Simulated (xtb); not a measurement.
H₄HfO₄, SMILES [OH][Hf]([OH])([OH])[OH], multiplicity 1. All values are semi-empirical tight-binding results from xtb (GFN2-xTB unless named), good for trends rather than for accurate numbers. Geometry: GFN2-xTB. The multiplicity is an assumed one; other spin states were not compared. The isomer is the one that the SMILES or the coordinates give; other isomers of the formula were not compared. The values are those of a single conformer.

Optimised geometry:

Bond lengths (Å): Hf1–O2 1.873, Hf1–H3 2.390, Hf1–O4 1.873, Hf1–H5 2.390, Hf1–O6 1.873, Hf1–H7 2.389, Hf1–O8 1.873, Hf1–H9 2.391, O2–H3 0.965, O4–H5 0.965, O6–H7 0.964, O8–H9 0.965. Bond angles (°): O2–Hf1–H3 22.2, O2–Hf1–O4 103.3, O2–Hf1–H5 118.3, O2–Hf1–O6 122.8, O2–Hf1–H7 127.4, O2–Hf1–O8 103.2, O2–Hf1–H9 81.2, H3–Hf1–O4 81.2, H3–Hf1–H5 96.5, H3–Hf1–O6 127.3, H3–Hf1–H7 141.1, H3–Hf1–O8 118.2, H3–Hf1–H9 96.5, O4–Hf1–H5 22.2, O4–Hf1–O6 103.2, O4–Hf1–H7 118.1, O4–Hf1–O8 123.0, O4–Hf1–H9 127.9, H5–Hf1–O6 81.1, H5–Hf1–H7 96.3, H5–Hf1–O8 127.5, H5–Hf1–H9 141.5, O6–Hf1–H7 22.2, O6–Hf1–O8 103.1, O6–Hf1–H9 117.8, H7–Hf1–O8 81.0, H7–Hf1–H9 96.0, O8–Hf1–H9 22.2, Hf1–O2–H3 110.7, Hf1–H3–O2 47.1, Hf1–O4–H5 110.7, Hf1–H5–O4 47.1, Hf1–O6–H7 110.6, Hf1–H7–O6 47.2, Hf1–O8–H9 110.7, Hf1–H9–O8 47.1.
Charge 0, spin multiplicity 1.

For metal compounds this method's bond lengths and energies can be far off.

| Item | Result |
|---|---|
| point group as xtb finds it | S4 |
| orbital gap | 4.89 eV |
| zero-point energy | 28.4 kcal/mol |
| G − E(el) at 298.15 K (modified RRHO) | 6.6 kcal/mol |

Computed atomic charges and the Wiberg bond orders between heavy atoms:
charges (e) Hf1 1.12, O2 -0.61, H3 0.33, O4 -0.61, H5 0.33, O6 -0.61, H7 0.33, O8 -0.61, H9 0.33. Bond orders Hf1–O2 0.95, Hf1–O4 0.95, Hf1–O6 0.95, Hf1–O8 0.95.
